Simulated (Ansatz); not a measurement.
Be2I5⁻. Charge -1, multiplicity 1. Geometry r2SCAN-D4/def2-SVPD, basis def2-TZVPD, Ansatz.

```xyz
7

Be    0.4396    0.4377    1.0943
Be   -0.4396   -0.4378   -1.0943
I     0.5750    1.8644   -0.9767
I    -1.2458   -1.2406   -3.1013
I     1.4116   -1.6610    0.0974
I    -1.9865   -0.2032    0.8792
I     1.2457    1.2404    3.1014
```

```tsv
run	HOMO (eV)	LUMO (eV)
A	-2.70	1.76
B	-3.77	2.21
C	-2.99	2.18
D	-3.53	2.02
```

In the def2 sets I takes a core potential; there is no spin–orbit coupling. B3LYP takes the VWN-RPA correlation. The structure comes from a short search, and lower isomers may exist.

The runs used B3LYP, PBE, PBE0, r2SCAN. Estimate which is which.

A PBE (0 % exact exchange); B PBE0 (25 % exact exchange); C r2SCAN (0 % exact exchange); D B3LYP (20 % exact exchange). Exact exchange lowers occupied and raises empty levels; among semilocal functionals meta-GGAs tend to open the gap a little, and such runs are hard to tell apart. The gap grows from 4.46 eV (PBE) to 5.98 eV (PBE0).
